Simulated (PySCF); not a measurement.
H₄GeO₄, triplet, geometry from GFN2-xTB (a higher spin typed on purpose: for a closed-shell molecule this is an excited state).

Input for PySCF:
```python
from pyscf import gto, scf, dft

mol = gto.M(
    atom='''
O     0.564548    1.247405   -0.969958
Ge    0.044223    0.168862    0.338301
O    -1.600919    0.946902    0.729303
O    -0.550881   -1.384836   -0.717281
O     1.527727   -1.386807   -0.258895
H    -0.019697    2.000528   -1.051984
H    -2.181176    0.525668    1.358975
H    -0.568510   -2.238414   -0.285198
H     1.830450   -1.072695   -1.112757
''',
    basis='def2-tzvp',
    charge=0,
    spin=2,
    verbose=4,
)

mf = dft.UKS(mol)
mf.xc = 'tpss'
mf = mf.density_fit(auxbasis='def2-universal-jkfit')
mf.kernel()
mf.analyze()
```

Q: Estimate the number of basis functions that DF-TPSS/def2-TZVP (PySCF) returns for this input.

A: 196

Q: What is the computed total energy (DF-TPSS/def2-TZVP)?

A: -2380.4092 Eh

Q: What dipole moment does DF-TPSS/def2-TZVP give?

A: 1.58 D

Q: What is the computed HOMO energy (DF-TPSS/def2-TZVP)?

A: -5.47 eV

Q: What nuclear repulsion energy does DF-TPSS/def2-TZVP give?

A: 411.9603 Eh

These values belong to the state on which the SCF converged, which isn't shown to be the lowest.
